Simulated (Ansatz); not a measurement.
Breaking the Al1–H3 bond in AlFHI (SMILES [F][AlH][I]) (multiplicity 1 held, fragments rigid). Energies count from the point at 1.559 Å.
Geometry at that point (charge 0, multiplicity 1):
```xyz
4

Al    -0.160    -0.934    -1.319
F     -1.731    -1.335    -1.609
H      0.948    -1.461    -2.281
I      0.315     0.483     0.640
```

Signs of static correlation in def2-TZVPP, with CASSCF(2,2), from Ansatz (a quantum-chemistry and plane-wave program) runs.

```json
[
 {"R (Å)": "1.247", "T1 of restricted CCSD": "0.012", "⟨S²⟩ of UHF": "0.000", "largest double amplitude of restricted CCSD": "0.028", "weight of the CASSCF reference in MRCISD": "0.895", "CASSCF natural occupations": "1.99 0.01"},
 {"R (Å)": "1.403", "T1 of restricted CCSD": "0.012", "⟨S²⟩ of UHF": "0.000", "largest double amplitude of restricted CCSD": "0.025", "weight of the CASSCF reference in MRCISD": "0.895", "CASSCF natural occupations": "1.98 0.02"},
 {"R (Å)": "1.559", "T1 of restricted CCSD": "0.012", "⟨S²⟩ of UHF": "0.000", "largest double amplitude of restricted CCSD": "0.028", "weight of the CASSCF reference in MRCISD": "0.894", "CASSCF natural occupations": "1.98 0.02"},
 {"R (Å)": "1.715", "T1 of restricted CCSD": "0.012", "⟨S²⟩ of UHF": "0.000", "largest double amplitude of restricted CCSD": "0.034", "weight of the CASSCF reference in MRCISD": "0.894", "CASSCF natural occupations": "1.97 0.03"},
 {"R (Å)": "1.871", "T1 of restricted CCSD": "0.013", "⟨S²⟩ of UHF": "0.000", "largest double amplitude of restricted CCSD": "0.045", "weight of the CASSCF reference in MRCISD": "0.895", "CASSCF natural occupations": "1.96 0.04"},
 {"R (Å)": "2.105", "T1 of restricted CCSD": "0.014", "⟨S²⟩ of UHF": "0.000", "largest double amplitude of restricted CCSD": "(withheld)", "weight of the CASSCF reference in MRCISD": "0.895", "CASSCF natural occupations": "1.93 0.07"},
 {"R (Å)": "2.339", "T1 of restricted CCSD": "0.015", "⟨S²⟩ of UHF": "0.256", "largest double amplitude of restricted CCSD": "(withheld)", "weight of the CASSCF reference in MRCISD": "0.895", "CASSCF natural occupations": "1.88 0.12"},
 {"R (Å)": "2.729", "T1 of restricted CCSD": "0.021", "⟨S²⟩ of UHF": "0.726", "largest double amplitude of restricted CCSD": "0.243", "weight of the CASSCF reference in MRCISD": "0.896", "CASSCF natural occupations": "1.76 0.24"},
 {"R (Å)": "3.118", "T1 of restricted CCSD": "0.031", "⟨S²⟩ of UHF": "0.900", "largest double amplitude of restricted CCSD": "0.382", "weight of the CASSCF reference in MRCISD": "0.896", "CASSCF natural occupations": "1.59 0.41"},
 {"R (Å)": "3.586", "T1 of restricted CCSD": "0.045", "⟨S²⟩ of UHF": "0.973", "largest double amplitude of restricted CCSD": "0.561", "weight of the CASSCF reference in MRCISD": "0.896", "CASSCF natural occupations": "1.37 0.63"},
 {"R (Å)": "4.210", "T1 of restricted CCSD": "0.059", "⟨S²⟩ of UHF": "0.999", "largest double amplitude of restricted CCSD": "0.755", "weight of the CASSCF reference in MRCISD": "0.897", "CASSCF natural occupations": "1.17 0.83"},
 {"R (Å)": "4.989", "T1 of restricted CCSD": "0.065", "⟨S²⟩ of UHF": "1.005", "largest double amplitude of restricted CCSD": "0.884", "weight of the CASSCF reference in MRCISD": "0.897", "CASSCF natural occupations": "1.06 0.94"}
]
```

**Question.** Fill in the missing entries.

**Answer.** 
- 2.105, largest double amplitude of restricted CCSD: 0.054
- 2.339, largest double amplitude of restricted CCSD: 0.120

Doubts at one or more of the structures used: a restricted determinant that unrestricted orbitals would lower (R-CCSD(T)/def2-TZVPP); other coupled-cluster roots lie near (R-CCSD(T)/def2-TZVPP); T1 above 0.05 (R-CCSD(T)/def2-TZVPP, U-CCSD(T)/def2-TZVPP); a spin-contaminated determinant (U-CCSD(T)/def2-TZVPP).
